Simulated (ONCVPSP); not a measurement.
## Dy (Z = 66): ONCV pseudisation with PBE, scalar-relativistic reference atom.

Dy (Z = 66), optimised norm-conserving Vanderbilt (ONCV), made with ONCVPSP 4.0.1 (PBE, scalar-relativistic). Core [Kr] 4d10 4f9, reference 5s2 5p6 5d1 6s0.5 (charge +1.5). Waves: 5s+6s: rc 2.10 bohr, ncon 3, nbas 6, qcut 5.4 1/bohr, 3 projectors, debl 1 Ha; 5p: rc 1.55 bohr, ncon 4, nbas 7, qcut 6.3 1/bohr, 3 projectors, debl 3.2 Ha; 5d: rc 3.20 bohr, ncon 3, nbas 8, qcut 5.8 1/bohr, 2 projectors, debl 1.05 Ha. Local part: polynomial inside 1.10 bohr (lpopt 5, dvloc0 0 Ha). Core correction: Teter function, fcfact 5.5, rcfact 1.1.

All-electron outer shells of the reference configuration (PBE, scalar-relativistic, ld1.x):

```tsv
shell	level (eV)	outermost node (bohr)	outermost maximum (bohr)
5s	-62.96	0.63	1.14
5p	-38.62	0.67	1.30
4f	-19.31	–	0.53
6s	-12.41	1.53	3.04
5d	-11.61	0.76	1.86
```

Estimate the cutoffs (Ha) at which the residual kinetic energy of the hardest occupied pseudo-wave falls to 1 and 0.1 mHa per electron.

20 Ha and 52 Ha.

What does a ghost test show?

No bound ghost flagged; GHOST(+) flagged for s at 33.5 eV, d at 38.6 eV, p at 317.6 eV.

Which valence shell sets the plane-wave cutoff?

5p: 20 Ha for 1 mHa per electron, against 10 Ha for 5s.

Its largest configuration-test error is +23 meV (5s2 5p6 5d1 6s2). 1 of 4 tests not solved or not reliable. Not counted: 5s2 5p6 5d0 6s2 6p1 (all-electron energy unsafe for a near-neutral lanthanide with less than one 5d electron, printed error +43 meV).
